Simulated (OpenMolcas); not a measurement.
# N+: from CASSCF to CASPT2

```yaml
Program: OpenMolcas 26.06
Basis: ANO-L-VDZP [3s2p1d]
Scalar_Hamiltonian: non-relativistic, point nucleus
Active_space: 4 electrons in 4 orbitals (2s 2p)
State_averaging: 2S+1 = 3 even, 3 roots; 2S+1 = 1 even, 6 roots; 2S+1 = 5 odd, 1 root; 2S+1 = 3 odd, 9 roots; 2S+1 = 1 odd, 8 roots
Spin-orbit_coupling: RASSI with atomic mean-field integrals over the reference wave functions, term energies averaged over their components
```

Methods on the same reference wave functions:
A. CASSCF
B. SS-CASPT2, IPEA 0.25 Eh, imaginary shift 0.1 Eh (closed shells correlated: 1s)

Energies in cm⁻¹ above 2s² 2p² ³P₀, the measured ground level; measured values from NIST Handbook of Basic Atomic Spectroscopic Data.

```
      Level       A       B  Measured
2s² 2p² ³P₀     0.0     0.0       0.0
2s² 2p² ³P₁    45.2    45.2      48.7
2s² 2p² ³P₂     134     134       131
2s² 2p² ¹D₂   17715   16600     15316
2s² 2p² ¹S₀   30829   33640     32689
2s 2p³ ⁵S°₂   36087   42260     46785
2s 2p³ ³D°₂   95660   91820     92250
2s 2p³ ³D°₁   95660   91820     92251
2s 2p³ ³D°₃   95660   91830     92236
2s 2p³ ³P°₀  113017  111120    109223
2s 2p³ ³P°₁  113017  111120    109216
2s 2p³ ³P°₂  113018  111120    109217
2s 2p³ ¹D°₂  160469  149990    144188
2s 2p³ ³S°₁  167546  160470    155127
2s 2p³ ¹P°₁  177536  168960    166766
```

Deviations, from unrounded energies. A percentage is the sum of absolute deviations over the sum of measured energies, with the sign that they share, or ± where signs differ.

| Against measurement | Levels | A | B |
| --- | --- | --- | --- |
| mean absolute deviation (cm-1) | 14 | 5400 | 1900 |
| fine structure of the ground term (%) | 2 | ±3.9 | ±3.9 |
| other terms of the ground configuration (%) | 2 | ±8.9 | +4.7 |
| other configurations (%) | 10 | ±6.4 | ±2.2 |

B lies closest to measurement on these levels. The largest miss of B in the table is 2s 2p³ ¹D°₂, by +5800 cm-1. The ranking rests on the paired levels alone, and a cruder setting can come out closer through cancelling errors.

From A to B the spin-free energies of the other terms of 2s² 2p² shown, above ³P, scale by factors of 0.94 to 1.09.

The lowest spin-free term lies below A's lowest term by 0.044 hartree in B.

CASPT2 does not keep the components of a term degenerate, so their means are used; among the terms shown or strongly mixed into the levels shown the widest spread is 450 cm-1 (2s 2p³ ³P°, B). Without dynamic correlation excited terms often stand tens of per cent too high (terms of higher spin than the ground term too low), and those without a measured partner can miss by more than the paired ones (holds for A). Measured partners are found by configuration, term and J. A level has none where our copy of the source lacks it or the pairing is in doubt (some pairs that miss far off the trend of their configuration count as doubtful), and it then counts in no deviation. Levels of configurations outside the active space are missing.

° marks odd parity.
